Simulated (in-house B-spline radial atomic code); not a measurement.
A fraction x of an electron is added to 2p in neutral boron, starting from [He] 2s2 2p1 and keeping the highest spin. All numbers are computed (non-relativistic TPSSh, spin-polarised, spherical fractional occupations; point nucleus) with a radial B-spline atomic code at the basis-set limit, not measured.

Caution: exact exchange at fractional occupations of open shells leaves self-interaction of up to several eV.

```
  x  E(x) - E(0) (eV)  2p up level (eV)
  0            0.0000            -3.868
0.1           -0.3495            -3.126
0.2           -0.6263            -2.416
0.3                 ?                 ?
0.4                 ?                 ?
0.5           -1.0551            -0.504
```

Task: What belongs in the row x = 0.3?

Result: An energy change of -0.8337 eV; 2p up at -1.739 eV.

Task: What belongs in the row x = 0.4?

Result: An energy change of -0.9753 eV; 2p up at -1.100 eV.

Task: Check Janak's theorem between x = 0.1 and 0.2.

Result: The slope of the energy is -2.77 eV; the orbital levels give -2.77 eV (ε of the filling orbital, averaged over the two points).
